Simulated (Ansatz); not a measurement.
**Ligand exchange: GeH2(CH3)(SH) + SnH3(SH) → GeH2(SH)2 + SnH3(CH3)**

Species: GeH2(CH3)(SH), singlet; SnH3(SH), singlet; GeH2(SH)2, singlet; SnH3(CH3), singlet. The partners trade CH3 for SH: Ge–CH3 and Sn–SH bonds give way to Ge–SH and Sn–CH3.

Shapes, held fixed at every level: PBE0-D4/def2-TZVP. Flexible molecules stand in one conformer, not always the lowest. Programs: Ansatz 0.2.0. The zero-point and thermal change to 298 K, harmonic and unscaled (PBE0-D4/def2-TZVP), is -0.5 kJ/mol.

| level | kind | ΔH(298 K) (kJ/mol) | less CCSD(T)/def2-TZVPP | CPU time (sum over the molecules) |
| --- | --- | --- | --- | --- |
| HF/def2-TZVPP | Hartree–Fock | +26.2 | +8.3 | – |
| PBE-D4/def2-TZVPP | GGA | +16.5 | -1.4 | 13 s |
| PBE0-D4/def2-TZVPP | global hybrid | +19.1 | +1.2 | 17 s |
| r2SCAN0-D4/def2-TZVPP | global hybrid | +20.7 | +2.8 | 28 s |
| wB97X-V/def2-TZVPP | range-separated hybrid | +20.7 | +2.8 | 42 s |
| B2PLYP/def2-TZVPP | double hybrid | +19.2 | +1.3 | 27 s |
| CCSD/def2-SVP | coupled cluster or CI | +21.3 | +3.4 | – |
| CCSD(T)/def2-TZVPP | coupled cluster or CI | +17.9 | 0.0 | 2.9 min |

The highest level, CCSD(T)/def2-TZVPP, gives ΔH(298 K) = +17.9 kJ/mol; the levels span +16.5 to +26.2. The column of differences is taken from that level and isn't an error. No measured value is set beside it here. For atoms past krypton def2 sets carry core potentials with scalar relativity. Relativity is left out for Ge. Outer-core shells of Ge, Sn are correlated in most correlated rows, in sets that cover them unevenly. Times are processor times on shared x86 and Arm servers, and rough.
